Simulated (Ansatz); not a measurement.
Mulliken charges of `C=C(O)BF` from PBE/def2-TZVPP in Ansatz (PBE0-D4/def2-TZVP geometry).

| atom | x (Å) | y (Å) | z (Å) | charge (e) |
| --- | --- | --- | --- | --- |
| C1 | 1.237 | 0.012 | -0.057 | -0.200 |
| C2 | -0.076 | -0.241 | -0.117 | 0.088 |
| O3 | -0.620 | -1.361 | -0.655 | -0.249 |
| B4 | -1.066 | 0.805 | 0.464 | 0.221 |
| F5 | -2.367 | 0.589 | 0.423 | -0.177 |
| H6 | 1.580 | 0.935 | 0.391 | 0.095 |
| H7 | 1.992 | -0.670 | -0.441 | 0.072 |
| H8 | 0.079 | -1.937 | -0.983 | 0.189 |
| H9 | -0.671 | 1.822 | 0.957 | -0.041 |

Problem. By hand: the dipole of these point charges (1 e Å = 4.8032 D).

Solution. Σ q r = (0.420, -0.011, -0.028) e Å, of length 0.421 e Å = 2.02 D.

Problem. How does the dipole of the full density compare? (Best estimate.)

Solution. Computed: (0.478, -0.156, -0.104) e Å, 2.47 D; the point charges give 0.82 times that, at 18° from its direction.

Point charges leave out the atoms' own dipoles, such as those of lone pairs, and Mulliken's split depends on the basis, so the two needn't agree.
